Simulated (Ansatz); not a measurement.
Basis-set extrapolation for C$_{2}$H$_{5}$AlF$_{2}$, SMILES `[CH3][AlH][CH](F)F` (PBE0-D4/def2-TZVP geometry, frozen core, Ansatz). Multiplicity 1, RHF reference.

```json
{"": "HF", "def2-TZVPP": "-519.549292", "def2-QZVPP": "-519.568750"}
{"": "MP2 correlation", "def2-TZVPP": "-0.918745", "def2-QZVPP": "-0.995971"}
{"": "CCSD(T) correlation", "def2-TZVPP": "-0.984569", "def2-QZVPP": "not run"}
```

Energies in hartree. Use E(X) = E(∞) + A·exp(−7.88·√X) for Hartree–Fock and E(X) = E(∞) + B·X^(−2.97) for correlation, with X = 3 and 4, and add CCSD(T) minus MP2 of the smaller set to the MP2 limit.

Task: What is the CCSD(T) energy at the basis-set limit?

Result: HF limit: -519.568750 + (-0.019458) × 0.13774 = -519.57143. MP2 limit: -0.995971 + (-0.077226) × 0.74074 = -1.05318. Higher-order term: -0.984569 − (-0.918745) = -0.06582. Total: -520.69043 hartree, 411.1 kJ/mol below CCSD(T)/def2-TZVPP.
